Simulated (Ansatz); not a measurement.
`OCB(O)O` + `O[Si](Cl)(Cl)Cl` → `OB(O)O[Si](Cl)(Cl)Cl` + CH₃OH  (ligand exchange at a B–C bond)

Gas-phase electronic energies from Ansatz, PBE0-D4/def2-TZVP geometries. CBS: MP2 limit from def2 TZ/QZ plus the TZ coupled-cluster correction, frozen cores. This one scheme is used for every species. Functionals use def2-TZVPP. B3LYP here is the variant with VWN-RPA as its local correlation; programs differ in this. Each species was taken in one conformer, which may not be the lowest.

| level | ΔE (kcal/mol) | difference from CCSD(T)/CBS |
| --- | --- | --- |
| ωB97X-V | -26.0 | 0.3 |
| r2SCAN | -26.0 | 0.3 |
| PBE0 | -24.7 | 1.6 |
| B3LYP | -26.2 | 0.1 |
| HF/def2-TZVPP | -31.0 | -4.7 |
| MP2/def2-TZVPP | -26.8 | -0.5 |
| CCSD/def2-TZVPP | -27.3 | -1.0 |
| CCSD(T)/def2-TZVPP | -26.8 | -0.5 |
| HF/def2-QZVPP | -31.3 | -5.0 |
| CCSD/CBS(def2) | -26.8 | -0.5 |
| CCSD(T)/CBS | -26.3 | 0 |

Largest T1 diagnostic among the species: 0.012.

The D4 term adds −1.4 kcal/mol with B3LYP and −0.9 kcal/mol with PBE0; it sums over pairs of atoms, weighted by their polarisabilities, and B3LYP, whose exchange is more repulsive, gets the larger term. In def2-TZVPP, CCSD(T) changes the Hartree–Fock value by +4.2 kcal/mol (the triples alone add +0.4 kcal/mol) and MP2 by +4.2 kcal/mol.
